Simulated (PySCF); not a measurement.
One molecule, many functionals

Compound: lithium bromide, LiBr.
Numbering: `[Li:1][Br:2]`

Linear-response calculations in the def2-SVPD basis (PySCF; singlets by full response, triplets Tamm–Dancoff, core orbitals frozen in the response; HF means time-dependent Hartree–Fock). 'Strongest' is the level of largest summed f among the singlets computed (10 roots, of which the last may lack a degenerate partner); it can jump between rows when another state enters that window. S1 is the lowest singlet of each run and needn't be the same state throughout; f(S1) is that of one state. Geometry: PBE0-D3(BJ)/def2-SVP; no solvent, vibrations or thermal averaging. The LDA/def2-SVPD calculation is non-relativistic and has no spin–orbit coupling, an omission that weighs most on bromine.

```csv
functional,kind,S1 (eV),f(S1),strongest (eV),T1 (eV),HOMO (eV),gap (eV),"ionisation energy, ΔSCF (eV)"
LDA,LDA,3.90,0.026,5.85,3.90,-5.77,3.96,9.79
B3LYP,"global hybrid, 20% exact exchange",4.00,0.024,6.06,3.98,-6.59,4.88,9.57
PBE0,"global hybrid, 25% exact exchange",4.34,0.027,6.28,4.26,-6.83,5.41,9.51
BHandHLYP,"global hybrid, 50% exact exchange",4.60,0.028,6.58,4.56,-7.89,6.68,9.39
CAM-B3LYP,range-separated hybrid,4.43,0.029,6.43,4.40,-8.14,7.07,9.55
wB97X-D,range-separated hybrid,4.72,0.034,6.68,4.71,-8.65,8.33,9.50
LC-wPBE,range-separated hybrid,5.19,0.040,6.98,5.09,-9.51,9.09,9.50
HF,Hartree–Fock,5.40,0.039,7.32,5.25,-9.61,9.24,not settled
```

Question: What does PBE (GGA) give?

Answer: S1 (eV) 3.70, f(S1) 0.022, strongest (eV) 5.74, T1 (eV) 3.63, HOMO (eV) -5.65, gap (eV) 3.73, ionisation energy, ΔSCF (eV) 9.53. S1 runs from 3.70 eV (PBE) to 5.40 eV (HF), a spread of 1.70 eV, while the orbital gap spreads over 5.5 eV. Along PBE (0%), B3LYP (20%), PBE0 (25%), BHandHLYP (50%), HF (100%) S1 rises with the share of exact exchange. −ε(HOMO) comes closest to its own ΔSCF ionisation energy with LC-wPBE (+0.01 eV) and misses most with LDA (-4.02 eV). 'Not settled' means that the ion's SCF failed to converge or may have ended in another state than the lowest.
